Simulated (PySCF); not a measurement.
Gas-phase reaction: 4 AsH3 + As2 ⇌ 6 AsH2

Computed with PySCF and rigid-rotor harmonic-oscillator thermochemistry at 1 bar. † marks an energy on the PBE0/def2-TZVP geometry and frequencies; other levels use their own. MP2 and CCSD(T) freeze the core. Open shells (unrestricted): AsH2 (multiplicity 2); the rest are closed-shell singlets. B3LYP is the form with VWN-RPA correlation. As: all electrons, no relativistic terms. AsH2: computed as isolated molecules; such fragments, hydroxides, amides, oligomers or adducts are transient or little studied in the gas. MP2 isn't extrapolated to the basis-set limit; its ΔH°(298 K) is 498.1 kJ in def2-SVP and 536.5 kJ in def2-TZVPP. CCSD(T) isn't extrapolated to the basis-set limit; its ΔH°(298 K) is 466.5 kJ in def2-SVP and 496.5 kJ in def2-TZVPP. The harmonic model lacks anharmonicity and excited electronic states, which grow with temperature; levels with a mode under 35 cm⁻¹ are left out.

| level | ΔE electronic, kJ | ΔH°(298 K), kJ | ΔS°(298 K), J/K | ΔG°(2000 K), kJ |
|---|---|---|---|---|
| B3LYP/def2-TZVP† | 493 | 464 | 220 | 24 |
| CCSD(T)/def2-TZVPP† | 526 | 496 | 220 | 57 |
| MP2/def2-TZVPP† | 566 | 536 | 220 | 97 |
| PBE0/def2-TZVP | 489 | 460 | 220 | 20 |
| r2SCAN/def2-TZVP† | 485 | 456 | 220 | 16 |
ΔH° is lowest at r2SCAN/def2-TZVP† and highest at MP2/def2-TZVPP†. No reference value is set beside these.
